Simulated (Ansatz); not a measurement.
Si(OEt)H3 (C2H8OSi), relaxed as a singlet with RKS PBE0-D4/def2-SVP in Ansatz, starting from the GFN2-xTB geometry. Force threshold 0.02 eV/Å.

Another isomer (singlet) lies 0.37 eV lower at PBE0-D4/def2-TZVP; other spin states weren't run for this one.

Start:

```xyz
12

C    -0.6399   -0.2549    0.2757
C    -0.4635   -0.7055    1.7181
O     0.5721    0.2406   -0.2123
Si    0.9479    0.8141   -1.6762
H    -1.4065    0.5289    0.2151
H    -0.9714   -1.0969   -0.3459
H    -1.4070   -1.0739    2.1108
H     0.2800   -1.4968    1.7712
H    -0.1234    0.1290    2.3259
H     2.3383    1.1580   -1.4359
H     0.1089    1.9637   -2.0326
H     0.7646   -0.2064   -2.7139
```

**Question.** Estimate the energy that the relaxation releases and the steps that it takes.

**Answer.** 3.3 kcal/mol, in 6 steps; 13 s on 2 threads of Intel Xeon Platinum 8375C on a shared host. No frequencies were taken in this run, so the end may be a saddle point.

**Question.** Does the start keep its bonding and symmetry?

**Answer.** By distances, no bond broke or formed. The bond that changes most is O3–Si4, from 1.62 to 1.66 Å (atoms count from 1).

**Question.** Predict the relaxed structure.

**Answer.** 
```xyz
12

C    -0.595   -0.251    0.290
C    -0.504   -0.716    1.724
O     0.659    0.237   -0.126
Si    0.963    0.813   -1.656
H    -1.365    0.541    0.196
H    -0.919   -1.088   -0.360
H    -1.475   -1.099    2.072
H     0.244   -1.517    1.821
H    -0.199    0.114    2.378
H     2.390    1.230   -1.679
H     0.081    1.982   -1.975
H     0.721   -0.247   -2.686
```
Bond lengths: 1 × C–C 1.51 Å; 1 × O–Si 1.66 Å; 1 × C–O 1.41 Å; 5 × C–H 1.10 to 1.11 Å; 3 × H–Si 1.49 to 1.50 Å.
